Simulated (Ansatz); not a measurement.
Two isomers of CH9NOSi2: A = `N[SiH2][SiH2]CO`, B = `CO[SiH2][SiH2]N`.

Isolated molecules relaxed with PBE0-D4/def2-TZVP in Ansatz; ΔE leaves out vibrations. CBS: MP2 limit from def2 TZ/QZ plus the TZ coupled-cluster correction, frozen cores. DFT in def2-TZVPP. One conformer a species, not always the lowest.

A:

```xyz
14

N    -2.6817   -0.4934   -1.0370
Si   -1.5070    0.0352    0.1167
Si    0.7306   -0.0547   -0.6027
C     1.9288    0.6803    0.6781
O     1.8588    0.0002    1.9257
H    -2.7743    0.0040   -1.9088
H    -2.8000   -1.4833   -1.1845
H    -1.6684   -0.8212    1.3220
H    -1.8105    1.4496    0.4748
H     0.8910    0.6601   -1.9056
H     1.1378   -1.4771   -0.8296
H     1.6532    1.7186    0.8808
H     2.9558    0.7037    0.2883
H     2.0859   -0.9219    1.7819
```

B:

Z-matrix (Å, degrees):
```
C
O 1 1.410
H 1 1.096 2 111.7
H 1 1.091 2 108.2 3 119.7
H 1 1.097 2 111.2 3 -121.4
Si 2 1.648 1 122.4 3 55.5
Si 6 2.350 2 112.8 1 -61.4
H 6 1.498 2 110.1 1 59.9
H 6 1.485 2 106.1 1 177.1
N 7 1.731 6 108.7 2 66.0
H 7 1.489 6 111.4 2 -51.4
H 7 1.500 6 108.1 2 -168.0
H 10 1.009 7 118.9 6 -169.4
H 10 1.008 7 118.7 6 52.1
```

Task: Which is lower in electronic energy at CCSD(T)/CBS, and by how much? (An estimate is asked.)

Result: Ansatz gave: B, by 102.7 kJ/mol.

Task: Give E(B) − E(A) in kJ/mol with r2SCAN-D4, B2PLYP, PBE-D4, HF/def2-TZVPP, PBE0-D4, CCSD(T)/def2-TZVPP, CCSD/def2-TZVPP. (Estimate.)

Result: The calculation gave: r2SCAN-D4 -100.3, B2PLYP -106.2, PBE-D4 -89.5, HF/def2-TZVPP -120.3, PBE0-D4 -94.8, CCSD(T)/def2-TZVPP -103.2, CCSD/def2-TZVPP -105.4. None reverses the order clearly.

Largest T1 diagnostic: 0.012.

In def2-TZVPP, CCSD(T) changes the Hartree–Fock value by +17.1 kJ/mol (the triples alone add +2.2 kJ/mol) and MP2 by +13.8 kJ/mol. From PBE to PBE0 (25 % exact exchange), in def2-TZVPP and without D4, E(B) − E(A) moves by −5.4 kJ/mol.
